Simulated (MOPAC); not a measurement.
Al-O bond lengths (Å) of neutral closed-shell molecules, written as SMILES: in each the longest such bond at B3LYP-D3(BJ)/def2-TZVP (Ansatz), beside the same bond after optimisation at MNDO (MOPAC) from that structure, whose symmetry is kept, so that a structure may be a saddle point there. B3LYP-D3(BJ)/def2-TZVP serves to compare with and is no measurement.

The rows were drawn at random among computed neutral closed-shell members with both values; the withheld row is one of them. Species whose geometry shows other bonds than their SMILES are left out. Runs that failed or changed their bonding are left out, and none for the size of its difference.

| species | MNDO (MOPAC) (x) | B3LYP-D3(BJ)/def2-TZVP (y) |
|---|---|---|
| [Al][O][Al] | 1.606 | 1.710 |
| [O]=[Al][F] | 1.497 | 1.597 |
| [O]=[Al][Br] | 1.481 | 1.597 |
| [OH][Al]([F])[F] | 1.659 | 1.678 |
| [OH][Al] (AlOH) | 1.570 | 1.681 |

Q: Fit y = a + b·x by least squares, and use it for [O]=[Al][Cl], where MNDO (MOPAC) gives 1.484 Å.

A: Means: x 1.56260, y 1.65260. Sums about the means: Sxx 0.022193, Sxy 0.013334. Slope b = Sxy/Sxx = 0.6008, intercept a = mean y - b·mean x = 0.7138; the rows scatter about the line by 0.0242 (root mean square), r² = 0.73. A constant shift would give 1.574 Å. Prediction for [O]=[Al][Cl]: 1.605 Å. The length at B3LYP-D3(BJ)/def2-TZVP is 1.597 Å, so the fit misses by +0.008 Å, against -0.113 Å without it. The fit is meant for species like these alone.
